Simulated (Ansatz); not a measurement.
Basis sets compared for SnF3⁻ (the lowest singlet isomer of a short search). The state is a singlet with charge -1. Geometry PBE-D4/def2-TZVPD. Ansatz on 4 threads of Arm Neoverse V1 on a shared host; times are rough, and most runs start from earlier orbitals.

```
atom   x (Å)   y (Å)   z (Å)
 Sn1  -0.149  -0.082   0.764
  F2  -0.702   1.603  -0.232
  F3   1.760  -0.129   0.062
  F4  -0.908  -1.393  -0.594
```

In the def2 sets Sn takes a core potential; there is no spin–orbit coupling. The structure comes from a short search, and lower isomers may exist.

```csv
level,functions,energy (Eh),HOMO (eV),LUMO (eV),wall time
PBE-D4/def2-SVPD,101,-513.5605,-1.40,3.59,0.65 s
PBE0-D4/def2-SVPD,101,-513.5512,-2.52,4.25,0.9 s
```

(1) Estimate the rows for PBE-D4/def2-TZVPD (with forces), PBE0-D4/def2-TZVPD.

## Answers

(1) 
```csv
level,functions,energy (Eh),HOMO (eV),LUMO (eV),wall time
PBE-D4/def2-TZVPD (with forces),176,-513.9174,-1.37,3.37,1.4 s
PBE0-D4/def2-TZVPD,176,-513.9081,-2.48,3.95,2 s
```
